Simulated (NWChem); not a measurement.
The numbers come from NWChem runs, not from measurements. System: C2H5Se, charge 0, spin multiplicity 2, at a geometry optimised with UB3LYP/def2-SVP. The structure started from a generated list of species. Its SCF solution wasn't tested for a lower state. Level: UMP2/def2-SVPD, 11 core orbitals frozen.

Part of the output:

```
             Northwest Computational Chemistry Package (NWChem) 7.3.0
             --------------------------------------------------------

                                NWChem Input Module
                                -------------------

 Scaling coordinates for geometry "geometry" by  1.889725989
 (inverse scale =  0.529177249)

                             Geometry "geometry" -> ""
                             -------------------------

 Output coordinates in angstroms (scale by  1.889725989 to convert to a.u.)

  No.       Tag          Charge          X              Y              Z
 ---- ---------------- ---------- -------------- -------------- --------------
    1 C                    6.0000     1.53129000     0.18996200    -0.56779800
    2 Se                  34.0000    -0.01101300    -0.20388800     0.39206000
    3 C                    6.0000    -1.33803800     0.51086500    -0.86298000
    4 H                    1.0000     2.48145400    -0.11379800    -0.12488700
    5 H                    1.0000     1.50863000     0.92696400    -1.37329600
    6 H                    1.0000    -1.17021000     1.58571500    -1.01630200
    7 H                    1.0000    -1.27756500    -0.02651600    -1.81881400
    8 H                    1.0000    -2.32737100     0.35487200    -0.41206100

 Effective nuclear repulsion energy (a.u.)     176.2248740385

            Nuclear Dipole moment (a.u.)
            ----------------------------
        X                 Y               Z
 ---------------- ---------------- ----------------
     0.0000151178     0.0000132281     0.0000226767


 Summary of "ao basis" -> "" (spherical)
 ------------------------------------------------------------------------------
       Tag                 Description            Shells   Functions and Types
 ---------------- ------------------------------  ------  ---------------------
 *                         def2-svpd                  on all atoms

 Summary of "ao basis" -> "ao basis" (spherical)
 ------------------------------------------------------------------------------
       Tag                 Description            Shells   Functions and Types
 ---------------- ------------------------------  ------  ---------------------
 C                         def2-svpd                 8       20   4s2p2d
 Se                        def2-svpd                15       41   6s5p4d
 H                         def2-svpd                 4        8   2s2p

                                 NWChem SCF Module
                                 -----------------

  ao basis        = "ao basis"
  functions       =   121
  atoms           =     8
  alpha electrons =    26
  beta  electrons =    25
  charge          =   0.00
  wavefunction    = UHF
  use symmetry    = F
  symmetry adapt  = F

 Summary of "ao basis" -> "ao basis" (spherical)
 ------------------------------------------------------------------------------
       Tag                 Description            Shells   Functions and Types
 ---------------- ------------------------------  ------  ---------------------
 C                         def2-svpd                 8       20   4s2p2d
 Se                        def2-svpd                15       41   6s5p4d
 H                         def2-svpd                 4        8   2s2p

 Forming initial guess at       0.0s

 Starting SCF solution at       0.0s

 ----------------------------------------------
         Quadratically convergent UHF

 Convergence threshold     :          1.000E-07
 Maximum no. of iterations :          100
 Integral*density screening:          1.000E-09
 ----------------------------------------------

              iter       energy          gnorm     gmax       time
             ----- ------------------- --------- --------- --------
                 1    -2478.0667343354  4.48D-01  4.56D-02      1.8
                 2    -2478.0852570006  3.44D-02  1.60D-02      2.5
                 3    -2478.0861956754  2.82D-03  8.96D-04      3.9
                 4    -2478.0862007667  1.59D-05  5.73D-06      5.7
                 5    -2478.0862007668  6.31D-09  9.58D-10      8.0

       Final UHF  results
       ------------------

         Total SCF energy =  -2478.086200766849
[...]
    2 Se  34    33.98   2.00  2.00  2.00  1.31  0.48  0.00  6.00  5.98  1.90  2.07  0.09  8.21  1.76  0.16  0.03
    3 C    6     6.19   1.99  0.87  0.10 -0.03  1.98  1.24  0.03  0.02
    4 H    1     1.12   0.74  0.31  0.03  0.03
    5 H    1     1.02   0.74  0.23  0.03  0.03
    6 H    1     0.90   0.74  0.08  0.02  0.05
    7 H    1     0.90   0.74  0.08  0.02  0.05
    8 H    1     0.92   0.74  0.09  0.03  0.06

  Mulliken analysis of the alpha density
  --------------------------------------

    Atom       Charge   Shell Charges
 -----------   ------   -------------------------------------------------------
    1 C    6     3.60   0.99  0.48  0.18 -0.03  1.26  0.74  0.01 -0.03
    2 Se  34    16.98   1.00  1.00  1.00  0.66  0.23 -0.00  3.00  2.99  0.96  1.02  0.04  4.10  0.88  0.09  0.02
    3 C    6     3.10   0.99  0.44  0.05 -0.02  0.99  0.62  0.02  0.01
    4 H    1     0.51   0.35  0.12  0.02  0.02
    5 H    1     0.45   0.35  0.07  0.02  0.01
    6 H    1     0.45   0.37  0.04  0.01  0.02
    7 H    1     0.45   0.37  0.04  0.01  0.03
    8 H    1     0.46   0.37  0.05  0.01  0.03

   Mulliken analysis of the beta density
   -------------------------------------

    Atom       Charge   Shell Charges
 -----------   ------   -------------------------------------------------------
    1 C    6     2.37   0.99  0.41  0.04 -0.01  0.66  0.28  0.01 -0.02
    2 Se  34    17.00   1.00  1.00  1.00  0.65  0.25  0.01  3.00  2.99  0.94  1.04  0.05  4.10  0.88  0.07  0.01
    3 C    6     3.10   0.99  0.44  0.05 -0.02  0.99  0.62  0.02  0.01
    4 H    1     0.61   0.40  0.19  0.01  0.01
    5 H    1     0.58   0.39  0.16  0.01  0.01
    6 H    1     0.45   0.37  0.04  0.01  0.02
    7 H    1     0.45   0.37  0.04  0.01  0.03
    8 H    1     0.46   0.37  0.04  0.01  0.03

   Mulliken analysis of the spin density
   -------------------------------------

    Atom       Charge   Shell Charges
 -----------   ------   -------------------------------------------------------
    1 C    6     1.24  -0.00  0.07  0.14 -0.02  0.60  0.45 -0.00 -0.00
    2 Se  34    -0.01   0.00  0.00 -0.00  0.00 -0.02 -0.01  0.00  0.00  0.02 -0.02 -0.01  0.00  0.00  0.01  0.01
    3 C    6    -0.00   0.00 -0.00  0.00  0.00 -0.00 -0.00  0.00  0.00
    4 H    1    -0.10  -0.05 -0.07  0.01  0.01
    5 H    1    -0.13  -0.05 -0.09  0.01  0.00
    6 H    1     0.00   0.00  0.00 -0.00 -0.00
    7 H    1     0.01   0.00  0.00 -0.00  0.00
    8 H    1     0.00  -0.00  0.00 -0.00  0.00

       Multipole analysis of the density wrt the origin
       ------------------------------------------------

     L   x y z        total         alpha         beta         nuclear
     -   - - -        -----         -----         ----         -------
     0   0 0 0     -0.000000    -26.000000    -25.000000     51.000000

     1   1 0 0     -0.159635     -1.308821      1.149172      0.000015
     1   0 1 0      0.328535      0.086495      0.242026      0.000013
     1   0 0 1     -0.462774      0.247802     -0.710599      0.000023

     2   2 0 0    -21.500600    -89.265341    -81.031119    148.795859
     2   1 1 0     -0.318850      6.280938      7.010525    -13.610313
     2   1 0 1      0.580590     -4.498695     -7.972519     13.051804
     2   0 2 0    -25.396833    -25.529605    -23.826013     23.958785
     2   0 1 1     -1.284564     15.095848     15.682545    -32.062957
     2   0 0 2    -24.435956    -45.821599    -43.040774     64.426417

                   NWChem MP2 Semi-direct Energy/Gradient Module
                   ---------------------------------------------

  Basis functions       =    121
  Molecular orbitals    =    121
  Frozen core           =     11
  Frozen virtuals       =      0
  Active alpha occupied =     15
  Active beta occupied  =     14
  Active alpha virtual  =     95
  Active beta virtual   =     96
  Use MO symmetry       = F
  Use skeleton AO sym   = F

  AO/Fock/Back tols     =   1.0D-09  1.0D-09  1.0D-09

 GA uses MA = F    GA memory limited = T

 Available:
  local mem=  1.26D+08
 global mem=  1.44D+08
 local disk=  0.00D+00
  mp2_memr nvloc                    95
  nvloc new                    95
   1 passes of  15:        3145728                      66205                  35621317.
   1 passes of  15: M    126151483           G      144149918           F     123005755.

 Semi-direct pass number   1 of   1  for UHF alpha       at        8.1s
  vrange nnbf                  7347
  mp2_eaftype                   135  avail_ma_in_mb                  1099
 EAF : mp2_eaftype filesize         135   17810659.
  mp2_eaf for mointskh                    135
Node 0 wrote     83.8 Mb in      0.1 s     Agg I/O rate:  1528.4 Mb/s
 Done moints_semi at       12.1s
  mp2_eaftype                   135  avail_ma_in_mb                   964
 EAF : mp2_eaftype filesize         135   17810659.
  mp2_eaf for kh                   135
 Done maket at       12.3s
 Done multipass loop at       12.3s

 GA uses MA = F    GA memory limited = T

 Available:
  local mem=  1.26D+08
 global mem=  1.44D+08
 local disk=  0.00D+00
  mp2_memr nvloc                    96
  nvloc new                    96
   1 passes of  14:        3145728                      64139                  33597953.
   1 passes of  14: M    126151483           G      144149918           F     123005755.

 Semi-direct pass number   1 of   1  for UHF beta        at       12.3s
  vrange nnbf                  7347
  mp2_eaftype                   128  avail_ma_in_mb                  1099
 EAF : mp2_eaftype filesize         128   16798977.
  mp2_eaf for mointskh                    128
Node 0 wrote     79.0 Mb in      0.1 s     Agg I/O rate:   803.4 Mb/s
 Done moints_semi at       16.3s
  mp2_eaftype                   128  avail_ma_in_mb                   971
 EAF : mp2_eaftype filesize         128   16798977.
  mp2_eaf for kh                   128
 Done maket at       16.5s
 Done multipass loop at       16.5s

          -------------------------------------------
          SCF energy               -2478.086200766849
          Correlation energy          -0.521568685589
          Singlet pairs                0.000000000000
          Triplet pairs                0.000000000000
          Total MP2 energy         -2478.607769452438
          -------------------------------------------

          ---------------------------------------------------
                    Spin Component Scaled (SCS) MP2
          Same spin pairs                     -0.138283686776
          Same spin scaling factor             0.333333333333
          Opposite spin pairs                 -0.383284998813
          Opposite spin scaling fact.          1.200000000000
          SCS-MP2 correlation energy          -0.506036560834
          Total SCS-MP2 energy             -2478.592237327683
          ---------------------------------------------------

 -----------------------
 Performance information
 -----------------------

 Timer overhead =  9.68D-08 seconds/call

               Nr. of calls         CPU time (s)                 Wall time (s)                GFlops
             ---------------    -------------------     ------------------------------   -------------------
Name         Min   Avg   Max    Min     Avg     Max     Min     Avg     Max   Mx/calls   Min     Max     Sum
mp2: moin     2     2     2    8.0     8.0     8.0      8.0     8.0     8.0     4.0      0.0     0.0     0.0
mp2: make     2     2     2   0.45    0.45    0.45     0.45    0.45    0.45    0.23      0.0     0.0     0.0
mp2: tota     1     1     1    8.4     8.4     8.4      8.4     8.4     8.4     8.4      0.0     0.0     0.0

 The average no. of pstat calls per process was 5.00D+00
 with a timing overhead of 4.84D-07s

 Task  times  cpu:       16.5s     wall:       16.5s

 Total times  cpu:       16.5s     wall:       16.5s
```

Write an NWChem input that would produce this output.

One answer among several that fit: 
```
start mol
memory heap 200 mb stack 900 mb global 1100 mb
geometry units angstroms nocenter noautoz noautosym
  C      1.531290     0.189962    -0.567798
  Se    -0.011013    -0.203888     0.392060
  C     -1.338038     0.510865    -0.862980
  H      2.481454    -0.113798    -0.124887
  H      1.508630     0.926964    -1.373296
  H     -1.170210     1.585715    -1.016302
  H     -1.277565    -0.026516    -1.818814
  H     -2.327371     0.354872    -0.412061
end
basis spherical
  * library def2-svpd
end
scf
  uhf
  nopen 1
  maxiter 100
  thresh 1e-7
  semidirect memsize 60000000 filesize 0
  # guess.movecs holds the orbitals of an unrestricted PBE0 run
  vectors input guess.movecs output mol.movecs
end
mp2
  freeze core 11
end
task mp2 energy
```
